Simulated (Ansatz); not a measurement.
`C[SiH2][N]([GeH3])c1ccccc1` and `CCc1ccccc1` differ in one atom or group.

Ansatz, PBE0-D4/def2-TZVP geometries, multiplicity 1. Each molecule was computed in one conformer, which needn't be the lowest.

Scalar relativity is left out up to krypton.

```json
{"property": "HOMO energy (ωB97M-V/def2-TZVPP) / eV", "`C[SiH2][N]([GeH3])c1ccccc1`": "-8.18"}
{"property": "LUMO energy (B3LYP/def2-TZVPP) / eV", "`C[SiH2][N]([GeH3])c1ccccc1`": "-0.46"}
{"property": "HOMO–LUMO gap (B3LYP/def2-TZVPP) / eV", "`C[SiH2][N]([GeH3])c1ccccc1`": "5.48"}
{"property": "HOMO energy (PBE0/def2-TZVPP) / eV", "`C[SiH2][N]([GeH3])c1ccccc1`": "-6.14"}
{"property": "size of the dipole moment (PBE/def2-TZVPP) / D", "`C[SiH2][N]([GeH3])c1ccccc1`": "0.58"}
{"property": "HOMO–LUMO gap (PBE0/def2-TZVPP) / eV", "`C[SiH2][N]([GeH3])c1ccccc1`": "5.86"}
```

Q: Give the same properties after the change, and the shifts. (An estimate is asked.)

A: The calculation gave: 
```json
{"property": "HOMO energy (ωB97M-V/def2-TZVPP) / eV", "`CCc1ccccc1`": "-9.03", "shift": "-0.85"}
{"property": "LUMO energy (B3LYP/def2-TZVPP) / eV", "`CCc1ccccc1`": "-0.32", "shift": "0.14"}
{"property": "HOMO–LUMO gap (B3LYP/def2-TZVPP) / eV", "`CCc1ccccc1`": "6.42", "shift": "0.94"}
{"property": "HOMO energy (PBE0/def2-TZVPP) / eV", "`CCc1ccccc1`": "-6.96", "shift": "-0.82"}
{"property": "size of the dipole moment (PBE/def2-TZVPP) / D", "`CCc1ccccc1`": "0.39", "shift": "-0.19"}
{"property": "HOMO–LUMO gap (PBE0/def2-TZVPP) / eV", "`CCc1ccccc1`": "6.83", "shift": "0.97"}
```

With PBE0 the HOMO falls by 0.82 eV and the LUMO rises by 0.15 eV, so the gap widens by about 0.97 eV. PBE moves the HOMO by -0.85 eV and ωB97M-V by -0.85 eV. Dipoles are sizes alone; their direction can turn.

B3LYP here is the variant with VWN-RPA as its local correlation; programs differ in this.
